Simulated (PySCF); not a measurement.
# Krypton: a sound run and one with changed settings

Sound run: Kr⁺ [Ar] 3d10 4s2 4p5, Kr²⁺ [Ar] 3d10 4s2 4p4. Computed with PySCF 2.14 in pcseg-2 (6s5p3d1f, 43 functions), with no relativity, point nucleus. In the sound run the correlated levels freeze [Ar] 3d10. The sound run starts from symmetry-adapted Hartree-Fock orbitals and uses a fine grid where one is needed.

A second run was set up differently.

```csv
species,method,sound run (hartree),changed run (hartree),converged
Kr⁺,UHF,-2751.54303,-2751.54303,yes
Kr⁺,MN15,-2753.72368,-2753.72368,yes
Kr⁺,r2SCAN,-2753.26382,-2753.26382,yes
Kr⁺,MP2,-2751.67961,-2751.67131,yes
Kr⁺,CCSD(T),-2751.70395,-2751.70395,yes
Kr²⁺,UHF,-2750.68844,-2750.68844,yes
Kr²⁺,MN15,-2752.83061,-2752.83061,yes
Kr²⁺,r2SCAN,-2752.36522,-2752.36522,yes
Kr²⁺,MP2,-2750.79514,-2750.78873,yes
Kr²⁺,CCSD(T),-2750.81829,-2750.81829,yes
```

Ionisation energy of Kr⁺:

```
 method  sound run (eV)  changed run (eV)
    UHF          23.255            23.255
   MN15          24.302            24.302
 r2SCAN          24.452            24.452
    MP2          24.068            24.016
SCS-MP2          24.064            24.014
   CCSD          24.072            24.072
CCSD(T)          24.100            24.100
```

Problem. What was changed?
A. minimal basis
B. level shift left on
C. angular grid far too coarse
D. basis contracted for another Hamiltonian

Solution. B. It used initial guess 1e, at most 50 SCF cycles, level shift 0.1 hartree. A level shift leaves the converged SCF energy unchanged but raises the virtual orbital energies, which shrinks MP2 if it is not removed.
